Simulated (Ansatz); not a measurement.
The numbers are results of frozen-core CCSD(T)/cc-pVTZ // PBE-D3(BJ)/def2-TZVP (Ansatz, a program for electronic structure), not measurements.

Ansatz 0.2 input:
```yaml
crystal:
  periodic: [false, false, false]
  atoms:
    - { symbol: C, position_ang: [1.137278, 0.049793, -0.054071] }
    - { symbol: C, position_ang: [0.556671, -1.157332, -0.250418] }
    - { symbol: Si, position_ang: [-1.130468, -0.401285, -0.01302] }
    - { symbol: C, position_ang: [0.050779, 1.086443, 0.203121] }
    - { symbol: H, position_ang: [2.212752, 0.276247, -0.071121] }
    - { symbol: H, position_ang: [1.060263, -2.101102, -0.457345] }
    - { symbol: H, position_ang: [-2.06047, -0.370999, -1.189126] }
    - { symbol: H, position_ang: [-1.92797, -0.821127, 1.185632] }
    - { symbol: H, position_ang: [0.001765, 1.885477, -0.551418] }
    - { symbol: H, position_ang: [0.099399, 1.553882, 1.197769] }
basis:
  gaussian: { orbitals: cc-pVTZ }
correlation:
  method: ccsd_t
```

Output:

```
Functional definition: HF
1176 factors; integrals over basis functions are off by at most 9.8e-4 eV
mean field evaluation 1: about -11045.4956 eV, gradient 3.2e1 eV
mean field evaluation 2: about -11045.7730 eV, gradient 3.2e1 eV
mean field evaluation 4: about -11048.7347 eV, gradient 3.6e0 eV
mean field evaluation 8: about -11048.7860 eV, gradient 2.2e-1 eV
mean field evaluation 16: about -11045.4963 eV, gradient 3.2e1 eV
mean field -11048.78621763 eV, -406.0354043616 hartree, gradient 1.8e-6 eV, S^2 0.000000; 0 other end points of the search recorded, 0 dependent functions left out
8 core orbitals not correlated
reference -11048.78621763 eV, -406.0354043616 hartree; 11, 11 occupied and 189, 189 virtual orbitals, 1176 factors
second order -16.60790768 eV of doubles, -0.00000000 eV of singles
cycle   1  -17.12563644 eV  change   -5.2e-1 eV  update   9.0e-2
cycle   2  -17.61059718 eV  change   -4.8e-1 eV  update   2.8e-2
cycle   3  -17.68846772 eV  change   -7.8e-2 eV  update   1.2e-2
cycle   4  -17.68489961 eV  change    3.6e-3 eV  update   3.5e-3
cycle   5  -17.68596748 eV  change   -1.1e-3 eV  update   1.3e-3
cycle   6  -17.68600801 eV  change   -4.1e-5 eV  update   3.7e-4
cycle   7  -17.68591978 eV  change    8.8e-5 eV  update   1.2e-4
cycle   8  -17.68593894 eV  change   -1.9e-5 eV  update   4.4e-5
cycle   9  -17.68593751 eV  change    1.4e-6 eV  update   1.3e-5
perturbative correction -0.81758885 eV, -0.0300458360 hartree
Total energy: -11067.28974399 eV, -406.7153964133 hartree
```

Cost: around 110 core-seconds (rough).
